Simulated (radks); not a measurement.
Species: the zinc ion Zn2+. Configuration: [Ne] 3s2 3p5 3d10 4p1 (not the ground configuration).

All-electron calculation, scalar-relativistic Kohn-Sham, exchange-only B88, spin-polarised, spherical densities, point nucleus; open shells are filled with parallel spins first. Program: a radial shooting solver on a logarithmic mesh with Libxc functionals.

Energy parts (eV):
total: -48725.590
kinetic: 49536.078
electron-nucleus: -116638.949
Hartree: 20267.226
exchange: -1889.945

Orbitals (lengths in bohr, moments of r in powers of bohr; <r^-3> diverges for s and p1/2; r(max) is where P^2 peaks; r(90%) holds 90 % of the orbital's charge):
| orbital | occ. | eigenvalue (eV) | r(max) | <r^-3> | <r^4> | r(90%) |
|---|---|---|---|---|---|---|
| 1s up | 1 | -9564.246 | 0.03291 | - | 0.00002981 | 0.0899 |
| 1s down | 1 | -9563.578 | 0.03291 | - | 0.00002980 | 0.0899 |
| 2s up | 1 | -1190.505 | 0.1892 | - | 0.006324 | 0.350 |
| 2s down | 1 | -1190.023 | 0.1892 | - | 0.006316 | 0.350 |
| 2p up | 3 | -1036.952 | 0.1519 | 796.8 | 0.004678 | 0.324 |
| 2p down | 3 | -1036.221 | 0.1520 | 796.4 | 0.004674 | 0.324 |
| 3s up | 1 | -160.1989 | 0.5866 | - | 0.4516 | 1.01 |
| 3s down | 1 | -158.3936 | 0.5870 | - | 0.4553 | 1.01 |
| 3p up | 3 | -114.2504 | 0.5896 | 105.1 | 0.5986 | 1.09 |
| 3p down | 2 | -112.4965 | 0.5903 | 104.7 | 0.6047 | 1.09 |
| 3d up | 5 | -39.7952 | 0.5576 | 10.44 | 1.900 | 1.41 |
| 3d down | 5 | -38.2691 | 0.5581 | 10.42 | 1.880 | 1.41 |
| 4s up | 0 | -26.4982 | 1.828 | - | 40.47 | 3.13 |
| 4s down | 0 | -24.5669 | 1.802 | - | 39.75 | 3.11 |
| 4p up | 1 | -18.4900 | 2.171 | 7.480 | 85.34 | 3.78 |
| 4p down | 0 | -16.4134 | 2.139 | 7.757 | 91.11 | 3.84 |
| 4d up | 0 | -9.0258 | 3.384 | 0.5036 | 505.0 | 5.90 |

The highest occupied level is 4p up at -18.490 eV. The configuration is held as typed, so some empty levels lie below it. The density falls to 0.001 e/bohr^3 at r = 3.66 bohr. Summed over all electrons, <r^2> = 20.51 bohr^2, which gives a Langevin (diamagnetic) susceptibility term of -16.2 x 10^-6 cm^3/mol. Spin moment in Bohr magnetons: 2.
